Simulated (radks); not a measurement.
Spherical quantum dot in the effective-mass picture: electrons in a parabolic well V = omega^2 r^2 / 2 with omega = 0.075, with a point charge +2 (a donor) at the centre, all in effective atomic units (hartree* = m*/eps^2 hartree, bohr* = eps/m* bohr), one dielectric constant everywhere. Calculated with a radial shooting solver with Libxc functionals: non-relativistic Kohn-Sham, LDA (Slater exchange, Perdew-Wang correlation), spin-polarised, spherical densities. Levels are named by radial order and angular momentum (1s, 1p, 1d, 2s, ...), and open shells are averaged over m. Results are scaled to m* = 0.172 and eps = 16.3, for which hartree* = 17.62 meV and bohr* = 5.015 nm. Each electron was tried in the lowest free levels, single moves between levels near the top were tried too, and the lowest total energy was kept; such a search can miss a lower state. At N = 1 the Hartree and exchange-correlation terms need not cancel, so that row can carry a self-interaction error.

N	open shells	2S	E (meV)	mu = E(N) - E(N-1) (meV)	addition energy mu(N+1) - mu(N) (meV)	e(HOMO) (meV)	rms radius (nm)
1	1s(up 1, down 0)	1	-34.1662	-34.166	18.53	-26.556	4.475
2	none	0	-49.8048	-15.639	18.14	-9.9201	5.647
3	2s(up 1, down 0)	1	-47.3002	2.5046	2.537	3.6035	16.26
4	none	0	-42.2584	5.0418	2.636	6.1106	21.44
5	1p(up 1, down 0)	1	-34.5805	7.6779	1.956	8.6757	25.56
6	1p(up 2, down 0)	2	-24.9465	9.6340	1.843	10.573	28.90
7	1p(up 3, down 0)	3	-13.4695	11.477	2.031	12.364	31.76
8	1p(up 3, down 1)	2	0.0383047	13.508	1.587	14.308	34.39
9	1p(up 3, down 2)	1	15.1328	15.095	1.543	15.874	36.70
10	none	0	31.7704	16.638	2.026	17.394	38.78
11	1d(up 1, down 0)	1	50.4342	18.664	1.391	19.364	40.87
12	1d(up 2, down 0)	2	70.4887	20.054	1.362	20.740	42.75
13	1d(up 3, down 0)	3	91.9049	21.416	1.333	22.088	44.47
14	1d(up 4, down 0)	4	114.655	22.750	1.306	23.407	46.06
15	1d(up 5, down 0)	5	138.710	24.056	1.495	24.700	47.55
16	1d(up 5, down 1)	4	164.261	25.551	1.229	26.168	48.97
17	1d(up 5, down 2)	3	191.041	26.779	1.211	27.388	50.32
18	1d(up 5, down 3)	2	219.031	27.990	1.193	28.589	51.59
19	1d(up 5, down 4)	1	248.213	29.183	1.175	29.773	52.80
20	none	0	278.571	30.358	1.576	30.939	53.95
21	1f(up 1, down 0)	1	310.505	31.934	1.116	32.494	55.12
22	1f(up 2, down 0)	2	343.555	33.050	1.102	33.603	56.23
23	1f(up 3, down 0)	3	377.706	34.152	1.089	34.698	57.30
24	1f(up 4, down 0)	4	412.946	35.240	1.076	35.780	58.32
25	1f(up 5, down 0)	5	449.262	36.316	1.063	36.849	59.31
26	1f(up 6, down 0)	6	486.641	37.379	1.051	37.906	60.26
27	1f(up 7, down 0)	7	525.070	38.429	1.221	38.951	61.18
28	1f(up 7, down 1)	6	564.720	39.650	1.016	40.159	62.08
29	1f(up 7, down 2)	5	605.386	40.666	1.006	41.170	62.96
30	1f(up 7, down 3)	4	647.058	41.672	0.9969	42.172	63.80
31	1f(up 7, down 4)	3	689.727	42.669	0.9878	43.164	64.63
32	1f(up 7, down 5)	2	733.383	43.657	0.9788	44.147	65.43
33	1f(up 7, down 6)	1	778.018	44.635	0.9700	45.122	66.22
34	none	0	823.624	45.605	0.5428	46.087	66.98
35	1f(up 7, down 6)	1	869.772	46.148	1.377	47.050	67.71
36	none	0	917.297	47.526	1.082	48.000	68.44
37	2p(up 1, down 0)	1	965.905	48.608	0.9515	49.084	69.16
38	2p(up 2, down 0)	2	1015.46	49.559	0.9479	50.034	69.87
39	2p(up 3, down 0)	3	1065.97	50.507	1.055	50.979	70.56
40	2p(up 3, down 0) 1g(up 1, down 0)	4	1117.53	51.562	0.9064	52.016	71.25
41	2p(up 3, down 0) 1g(up 2, down 0)	5	1170.00	52.469	0.8999	52.920	71.92
42	2p(up 3, down 0) 1g(up 3, down 0)	6	1223.37	53.368	0.8935	53.816	72.59
43	2p(up 3, down 0) 1g(up 4, down 0)	7	1277.63	54.262	0.8872	54.707	73.23
44	2p(up 3, down 0) 1g(up 5, down 0)	8	1332.78	55.149	-	55.591	73.87

All shells are closed at N = 2, 4, 10, 20, 34, 36 (there: 1s2 1p6 1d10 2s2 1f14 3s2); the second difference of the energy has clear peaks (12 % above both neighbours; the first and last values, which can be the largest, are not judged, and half-filled shells can peak too) at N = 10, 15, 20, 27, 35.
